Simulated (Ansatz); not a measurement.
Reaction (redistribution): `F[Si]([SiH3])(Cl)Br` + `F[CH]([GeH3])Br` → `F[Si](Cl)(Br)Br` + `F[CH]([SiH3])[GeH3]`

Gas-phase electronic energies from Ansatz, PBE0-D4/def2-TZVP geometries. CBS: MP2 limit from def2 TZ/QZ plus the TZ coupled-cluster correction, frozen cores. Functionals use def2-TZVPP. B3LYP here is the variant with VWN-RPA as its local correlation; programs differ in this. For Br, Ge outer-core shells are correlated without core-valence functions, which leaves a few kJ/mol of doubt a bond. Scalar relativity is left out up to krypton.

(1) Is it downhill or uphill in electronic energy at CCSD(T)/CBS, and by how much? (An estimate is asked.)

(2) What do these levels give: PBE-D4, r2SCAN-D4, ωB97M-V, B2PLYP, PBE, r2SCAN, B3LYP, CCSD/def2-TZVPP, MP2/def2-QZVPP, SCS-MP2/def2-QZVPP, HF/CBS(def2), MP2/CBS(def2)? (Estimate.)

Largest T1 diagnostic among the species: 0.012.

Answers

(1) Ansatz gave: Downhill: ΔE = -121.7 kJ/mol.

(2) The calculation gave: PBE-D4 -101.9, r2SCAN-D4 -114.9, ωB97M-V -124.2, B2PLYP -116.3, PBE -100.0, r2SCAN -114.6, B3LYP -110.1, CCSD/def2-TZVPP -118.8, MP2/def2-QZVPP -129.2, SCS-MP2/def2-QZVPP -125.4, HF/CBS(def2) -126.3, MP2/CBS(def2) -131.2 kJ/mol.

From PBE to PBE0 (25 % exact exchange), in def2-TZVPP and without D4, ΔE moves by −9.8 kJ/mol. The D4 term adds −3.2 kJ/mol with B3LYP and −1.5 kJ/mol with PBE0; it sums over pairs of atoms, weighted by their polarisabilities, and B3LYP, whose exchange is more repulsive, gets the larger term.
